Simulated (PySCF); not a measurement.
Rb (SMILES [Rb]), doublet (all electrons, no relativity). Base run: PBE0/3-21G (PySCF).

Geometry (Å):
```xyz
1

Rb     0.0000     0.0000     0.0000
```
Charge 0, spin multiplicity 2.
Orbitals are unrestricted.
All else is at PySCF's defaults.

Each row names what was changed in the base input (with any setting that the change needs).

```
change                                                                                           basis functions       E (Eh)  HOMO (eV)
-----------------------------------------------------------------------------------------------  ---------------  -----------  ---------
base                                                                                                          26  -2926.15778      -2.83
basis = x2c-TZVPall; relativity = none                                                                        63  -2917.53319      -2.79
basis = Sapporo-DKH3-DZP-2012; relativity = spin-free X2C; nucleus = Gaussian (with nucmod='G')               35  -2980.54910      -2.87
basis = x2c-TZVPall; relativity = spin-free X2C; nucleus = Gaussian (with nucmod='G')                         63  -2980.68231      -2.86
basis = x2c-SVPall; relativity = none                                                                         50  -2918.14219      -2.79
basis = Sapporo-DKH3-DZP-2012; relativity = spin-free X2C                                                     35  -2980.57586      -2.87
basis = x2c-SVPall; relativity = spin-free X2C                                                                50  -2980.40940      -2.89
basis = x2c-SVPall; relativity = spin-free X2C; nucleus = Gaussian (with nucmod='G')                          50  -2980.38655      -2.89
basis = Sapporo-DKH3-DZP-2012; relativity = none                                                              35  -2911.01695      -2.78
basis = x2c-TZVPall; relativity = spin-free X2C                                                               63  -2980.70701      -2.86
```

Totals shift with the method and basis; they matter in differences.

Open shells are given as the SCF converged; they aren't shown to be the lowest states, and a large step between rows can be another state.

Basis sets contracted for a relativistic Hamiltonian are a mismatch without it, so the rows without relativity aren't non-relativistic limits. No row has spin-orbit coupling; sets with core potentials leave out the core electrons.
